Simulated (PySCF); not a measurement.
**Worked example: chemical shift, span and skew from a shielding tensor**

CH6N, SMILES C[NH3+], charge +1. Atoms are numbered in the order given.

```xyz
8

C      0.0000     0.0000    -0.7984
N      0.0000     0.0000     0.7093
H      0.0000    -1.0331    -1.1395
H      0.8947     0.5166    -1.1395
H     -0.8947     0.5166    -1.1395
H     -0.8254    -0.4766     1.0813
H      0.0000     0.9531     1.0813
H      0.8254    -0.4766     1.0813
```
Charge +1, spin multiplicity 1.

Geometry optimised at ωB97X-D3(BJ)/def2-TZVP.

GIAO shieldings from PBE/pcSseg-2 in PySCF, non-relativistic, no solvent. The symmetric part of the tensor of N2 has the principal values 214.7, 214.7, 222.5 ppm. The same nucleus in NH3 has σ = 262.8 ppm at this level (PySCF, at its B3LYP-D3(BJ)/def2-TZVP geometry).

Question: Work out the isotropic shielding, the ¹⁵N shift against NH3, the span and the skew.

Answer: 
σ(iso) = (σ11 + σ22 + σ33)/3 = 217.3 ppm. δ = σ(ref) − σ(iso) = 262.8 − (217.3) = 45.5 ppm.
Span Ω = σ33 − σ11 = 7.8 ppm. Skew κ = 3(σ(iso) − σ22)/Ω = 1.00, an axial tensor. Tumbling in solution averages the tensor to δ; in a static solid the shielding alone would spread this spin-1/2 line over Ω.
